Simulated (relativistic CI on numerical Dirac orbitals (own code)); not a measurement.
Pt5+ (5d5) in a crystal field

Calculated by Dirac-Coulomb-Breit CI, separate exchange-only KLI orbitals for each configuration, QED by a radiative potential, valence Slater integrals scaled by 0.65, one configuration in a parametric crystal field (own radial code).

Field parameters in Wybourne normalisation: D3d B²₀ = −7Dσ, B⁴₀ = −14Dq − 21Dτ, B⁴₃ = −14√(10/7) Dq; Oh B⁴₀ = 21Dq, B⁴₄ = √(5/14) B⁴₀. The field is a parameter set, without covalency.

S and J are read from ⟨S²⟩ = S(S + 1) and ⟨J²⟩ = J(J + 1) of each level; they are not fictitious spins.

D3d, 10Dq = 40800, Dσ = -680, Dτ = 40 cm⁻¹, the lowest 16 levels:

```csv
E (cm⁻¹),Degeneracy,Irrep,S,J
0.0,2,Γ4,0.61,4.23
9786,2,Γ4,0.59,4.29
10839,2,Γ5+Γ6,0.60,4.29
30602,2,Γ4,1.46,3.72
30755,2,Γ5+Γ6,1.46,3.74
34836,2,Γ4,1.55,3.65
35947,2,Γ5+Γ6,1.47,3.51
36579,2,Γ4,1.46,3.46
38002,2,Γ4,1.47,3.27
40507,2,Γ4,1.34,3.76
40888,2,Γ5+Γ6,1.21,4.05
41154,2,Γ4,1.18,3.90
41462,2,Γ4,1.29,3.89
41521,2,Γ5+Γ6,1.30,3.81
41811,2,Γ4,1.34,3.73
43309,2,Γ5+Γ6,0.92,4.42
```

Principal g values of the ground doublet: 2.01, 2.22, 2.22.

Oh, 10Dq = 19450 cm⁻¹, the lowest 16 levels:

```
E (cm⁻¹)  Degeneracy  Irrep     S     J
     0.0           2     Γ7  0.98  3.64
    8642           4     Γ8  1.69  3.34
   13210           4     Γ8  1.04  3.89
   14295           2     Γ7  1.99  3.11
   18622           4     Γ8  1.52  3.39
   20849           2     Γ6  1.45  3.13
   21878           4     Γ8  1.45  4.08
   22801           2     Γ7  1.34  3.71
   23934           2     Γ6  1.41  3.89
   24248           4     Γ8  1.26  3.91
   25248           4     Γ8  1.37  4.31
   25915           2     Γ7  1.17  4.58
   26605           4     Γ8  1.35  3.44
   28095           2     Γ7  1.35  4.02
   28698           2     Γ6  0.79  4.46
   30731           4     Γ8  0.90  4.05
```

Principal g values of the ground doublet: 2.26, 2.26, 2.26.

D3d, 10Dq = 41050, Dσ = -110, Dτ = 400 cm⁻¹, the lowest 16 levels:

```csv
E (cm⁻¹),Degeneracy,Irrep,S,J
0.0,2,Γ4,0.61,4.25
9653,2,Γ5+Γ6,0.58,4.29
11339,2,Γ4,0.59,4.28
32123,2,Γ4,1.45,3.72
32452,2,Γ5+Γ6,1.45,3.77
36427,2,Γ4,1.54,3.65
37187,2,Γ4,1.48,3.47
38464,2,Γ5+Γ6,1.46,3.51
39741,2,Γ4,1.47,3.29
42218,2,Γ4,1.41,3.68
42646,2,Γ4,1.18,4.14
42752,2,Γ5+Γ6,1.27,3.93
42974,2,Γ4,1.20,3.77
43144,2,Γ5+Γ6,1.21,4.02
43677,2,Γ4,1.33,3.73
44933,2,Γ5+Γ6,0.94,4.39
```

Principal g values of the ground doublet: 1.74, 1.74, 2.87.

Oh, 10Dq = 17400 cm⁻¹, the lowest 16 levels:

```csv
E (cm⁻¹),Degeneracy,Irrep,S,J
0.0,2,Γ7,1.08,3.50
7087,4,Γ8,1.85,3.10
12411,2,Γ7,2.02,3.06
13116,4,Γ8,0.98,3.90
17283,4,Γ8,1.53,3.44
19729,2,Γ6,1.45,3.12
20421,4,Γ8,1.46,4.04
21374,2,Γ7,1.36,3.68
22807,2,Γ6,1.41,3.94
23096,4,Γ8,1.24,3.90
23644,4,Γ8,1.37,4.39
24367,2,Γ7,1.11,4.66
25281,4,Γ8,1.23,3.45
26729,2,Γ7,1.29,4.04
27139,2,Γ6,0.85,4.44
28918,4,Γ8,0.97,4.12
```

Principal g values of the ground doublet: 2.29, 2.29, 2.29.

Levels of this model without a field, named by their leading LS term (the scale mimics covalency, so terms lie below those of the real free ion): ⁶S5/2 0, ⁴G5/2 12435, ⁴G7/2 19131, ⁴D3/2 19889, ⁴G11/2 20376, ⁴G5/2 21940, ⁴G9/2 21996, ⁴P1/2 23748 cm⁻¹.
